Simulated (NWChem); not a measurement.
# Extrapolating the MP2 correlation energy of N-methylmethanimine (C₂H₅N)

```xyz
8

C     -1.1018     0.3452     0.0000
N      0.0354    -0.5448     0.0000
C      1.1976    -0.0473     0.0000
H     -1.7294     0.1339    -0.8824
H     -1.7294     0.1339     0.8824
H     -0.8381     1.4237     0.0000
H      1.3987     1.0455     0.0000
H      2.0757    -0.7107     0.0000
```
Charge 0, spin multiplicity 1.

All runs are NWChem calculations. All single points use one geometry, from B3LYP/def2-SVP, a minimum by its harmonic frequencies.

The correlated methods keep 3 core orbitals frozen.

Worked example. The MP2 correlation energy is -444.47 mHa in cc-pVDZ and -544.85 mHa in cc-pVTZ. The form E(X) = E∞ + A/X³ turns the pair into an estimate of the basis-set limit.

E∞ = (3³·(-544.85) − 2³·(-444.47))/(3³ − 2³) = -587.1 mHa. The larger basis holds 93 % of that, at about 10 times the processor time of the smaller one. This is a two-point estimate, and a rough one from so small a pair.
